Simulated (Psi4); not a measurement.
C₂H₅Be (SMILES [Be+][CH2]C), charge +1, singlet, geometry from GFN2-xTB (such geometries of metal compounds can be far from the true shape). Base run: CAM-B3LYP/def2-SVP run with Psi4.

Geometry (Å):
```xyz
8

Be     1.2524     1.0783     1.0274
C      0.4437    -0.0943     0.1591
C     -0.9302    -0.2552    -0.5283
H      0.5154    -0.9676     0.8515
H      1.1871    -0.3251    -0.6418
H     -1.0693     0.4821    -1.3100
H     -1.7414    -0.1607     0.1839
H     -0.9827    -1.2454    -0.9779
```
Charge +1, spin multiplicity 1.
All else is at Psi4's defaults (density fitting).

Variants of this job, named by their change:

```tsv
change	E (Eh)	core-seconds (rough)
base	-93.45756	10
functional = pbe0	-93.40150	10
functional = wb97m-v	-93.46748	200
functional = m06-l	-93.52964	20
functional = tpssh	[?]	20
functional = b97m-v	-93.54997	100
functional = x3lyp	-93.48012	10
functional = b3lyp	-93.53775	10
functional = blyp	[?]	9
functional = b3lyp5	[?]	8
functional = hse06	-93.41022	20
functional = bhhlyp	[?]	7
functional = r2scan	-93.46462	20
```

Task: Fill in the missing entries.

Result: 
- functional = tpssh, E (Eh): -93.54713
- functional = blyp, E (Eh): -93.47180
- functional = b3lyp5, E (Eh): -93.46499
- functional = bhhlyp, E (Eh): -93.47093

Totals shift with the method and basis; they matter in differences.
